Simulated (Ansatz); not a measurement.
Ansatz (a first-principles code) input:
A basis named .json is the Basis Set Exchange file of that set.

Ansatz 0.2 input:
```yaml
crystal:
  periodic: [false, false, false]
  atoms:
    - {symbol: O, position_ang: [-0.09193863, -0.02710770, -0.06464349]}
    - {symbol: H, position_ang: [-0.07509175, -0.02177006, 0.94300683]}
    - {symbol: H, position_ang: [0.81060081, 0.23863167, -0.42585893]}
basis:
  gaussian:
    orbitals: def2-QZVPPD.json
total_charge: 2
magnetization: {spin_polarized: true, initial_magnetization: 2}
correlation: {method: ccsd_t, electrons: outside_noble_gas}
```

Q: Predict the final energy.

A: -74.90915 Eh (CCSD(T)/def2-QZVPPD). The basis has 132 functions.

This state (charge 2, triplet) is run at the relaxed geometry of the species with charge 1 and multiplicity 2.
